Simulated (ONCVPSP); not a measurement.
**lithium: what ONCVPSP 4.0.1 does with a changed input**

Command:

```bash
oncvpspnr.x < Li.dat > Li.out
```

Input:

```
# ATOM AND REFERENCE CONFIGURATION
# atsym  z   nc   nv     iexc    psfile
  Li 3.00    1    1        4      upf
#
#   n    l    f
    1    0    2.00
    2    0    0.50
#
# PSEUDOPOTENTIAL AND OPTIMIZATION
# lmax
    1
#
#   l,   rc,      ep,       ncon, nbas, qcut
    0    2.05    0.00    4    9    3.60
    1    1.75    0.04    4    8    3.80
    2    1.80    0.26    3    6    5.40
#
# LOCAL POTENTIAL
# lloc, lpopt,  rc(5),   dvloc0
    4    5    1.65    0.00
#
# VANDERBILT-KLEINMAN-BYLANDER PROJECTORs
# l, nproj, debl
    0    2    3.10
    1    1    3.40
    2    2    3.30
#
# MODEL CORE CHARGE
# icmod, fcfact, rcfact
    2    0.55    1.15
#
# LOG DERIVATIVE ANALYSIS
# epsh1, epsh2, depsh
   -2.00    5.00    0.02
#
# OUTPUT GRID
# rlmax, drl
    6.00    0.01
#
# TEST CONFIGURATIONS
# ncnf
    2
# nvcnf
#   n    l    f
    1
    2    0    1.00
#
    2
    2    0    0.00
    2    1    1.00
#
```

This is an input that runs to its end, with one change: lmax lowered by one with the lists unchanged. The unchanged file is no sound one. Note: no bound ghost flagged; GHOST(+) flagged for s at 128.3 eV.

Task: How does the run end?

Result: The program refuses the input: "Read ERROR, input data file line 16". (oncvpspnr.x prints a scalar-relativistic banner.)

```
ONCVPSP  (Optimized Norm-Conservinng Vanderbilt PSeudopotential)
scalar-relativistic version 4.0.1

Read ERROR, input data file line  16
Program will stop
```
